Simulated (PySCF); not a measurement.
O (oxygen, neutral): UHF calculation

Configuration: [He] 2s2 2p4, high-spin 3P determinant. All numbers are calculated (PySCF 2.14, the spin-free X2C one-electron Hamiltonian (Gaussian nucleus), in x2c-TZVPall (5s3p2d1f, 31 functions)).

- Total energy: -74.867874 hartree
- One-electron energy: -103.3307 hartree
- Hartree (Coulomb) energy: 36.6907 hartree
- Exchange energy: -8.2279 hartree
- ⟨S²⟩: 2.0082
- ⟨L²⟩: 2.014
- Sum of ⟨r⟩: 7.604 bohr
- Sum of ⟨r²⟩: 11.14 bohr²
- Traceless quadrupole moment −½Σ⟨3z² − r²⟩ along its main axis: -0.942 e·bohr²
- Langevin diamagnetic susceptibility: -8.83 ×10⁻⁶ cm³/mol
- Time after the integrals: 0.07 s of wall time on 1 thread of Neoverse-V2 (shared host)

```json
{"shell": "1s α", "electrons": "1", "mean orbital energy (eV)": "-563.84", "spread (eV)": "0", "rms radius, mean of both spins (bohr)": "0.230"}
{"shell": "1s β", "electrons": "1", "mean orbital energy (eV)": "-561.69", "spread (eV)": "0", "rms radius, mean of both spins (bohr)": "0.230"}
{"shell": "2s α", "electrons": "1", "mean orbital energy (eV)": "-38.592", "spread (eV)": "0", "rms radius, mean of both spins (bohr)": "1.26"}
{"shell": "2s β", "electrons": "1", "mean orbital energy (eV)": "-29.289", "spread (eV)": "0", "rms radius, mean of both spins (bohr)": "1.26"}
{"shell": "2p α", "electrons": "3", "mean orbital energy (eV)": "-18.390", "spread (eV)": "2.700", "rms radius, mean of both spins (bohr)": "1.40"}
{"shell": "2p β", "electrons": "1", "mean orbital energy (eV)": "-14.165", "spread (eV)": "0", "rms radius, mean of both spins (bohr)": "1.40"}
```
